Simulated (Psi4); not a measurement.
Psi4 input (wB97X-D/6-31G*):

```
memory 1500 MB

molecule {
0 2
F     1.38852700    1.07823900    0.16063700
C     0.64654500   -0.03593700    0.05689500
C    -0.66035800    0.02164000   -0.05861200
F    -1.51423400   -0.96205600   -0.16806600
H     1.21423800   -0.95985300    0.07715600
symmetry c1
no_reorient
no_com
}

set {
  basis 6-31G*
  reference uks
  scf_type pk
  dft_radial_points 99
  dft_spherical_points 590
  e_convergence 1e-8
  d_convergence 1e-7
  maxiter 150
}

e = energy('wb97x-d')
print_out(f'\nFINAL {e:.10f} DIPOLE {variable("CURRENT DIPOLE")[0]:.6f} {variable("CURRENT DIPOLE")[1]:.6f} {variable("CURRENT DIPOLE")[2]:.6f}\n')
```

From the output:

```
    Beta Virtual:

      16A     -0.034193    17A      0.118213    18A      0.178270
      19A      0.221755    20A      0.374014    21A      0.455004
      22A      0.599337    23A      0.604661    24A      0.635113
      25A      0.673576    26A      0.701542    27A      0.718966
      28A      0.855175    29A      0.947058    30A      1.101019
      31A      1.188572    32A      1.227940    33A      1.290436
      34A      1.300823    35A      1.392350    36A      1.456690
      37A      1.476341    38A      1.544687    39A      1.605842
      40A      1.689527    41A      1.788220    42A      1.865025
      43A      1.868709    44A      1.881353    45A      1.970561
      46A      1.973246    47A      2.017180    48A      2.077349
      49A      2.100886    50A      2.237483    51A      2.354600
      52A      2.476163    53A      2.598234    54A      2.698458
      55A      2.843880    56A      3.018694    57A      3.151663
      58A      3.224065    59A      4.197168    60A      4.280734
      61A      4.432590    62A      4.613735

    Final Occupation by Irrep:
              A
    DOCC [    15 ]
    SOCC [     1 ]
    NA   [    16 ]
    NB   [    15 ]

  @UKS Final Energy:  -276.26869458059031

   => Energetics <=

    Nuclear Repulsion Energy =            102.6085400285621176
    One-Electron Energy =                -584.7451356410012977
    Two-Electron Energy =                 228.3964253045757005
    DFT Exchange-Correlation Energy =     -22.5279607354506375
    Empirical Dispersion Energy =          -0.0005635372761858
    VV10 Nonlocal Energy =                  0.0000000000000000
    Total Energy =                       -276.2686945805903065

  UHF NO Occupations:
  HONO-2 :   14  A 1.9993746
  HONO-1 :   15  A 1.9934813
  HONO-0 :   16  A 1.0000000
  LUNO+0 :   17  A 0.0065187
  LUNO+1 :   18  A 0.0006254
  LUNO+2 :   19  A 0.0001812
  LUNO+3 :   20  A 0.0001003

Computation Completed

Properties will be evaluated at   0.000000,   0.000000,   0.000000 [a0]

Properties computed using the SCF density matrix

 Multipole Moments:

 ------------------------------------------------------------------------------------
     Multipole            Electronic (a.u.)      Nuclear  (a.u.)        Total (a.u.)
 ------------------------------------------------------------------------------------

 L = 1.  Multiply by 2.5417464519 to convert [e a0] to [Debye]
 Dipole X            :          0.0653091           -0.0000057            0.0653034
 Dipole Y            :         -0.4298439            0.0000227           -0.4298213
 Dipole Z            :         -0.0084225           -0.0000132           -0.0084357
 Magnitude           :                                                    0.4348356

 ------------------------------------------------------------------------------------

FINAL -276.2686945806 DIPOLE 0.065303 -0.429821 -0.008436

*** Psi4 exiting successfully. Buy a developer a beer!
```

The geometry given is a B3LYP-D3(BJ)/def2-TZVP minimum.
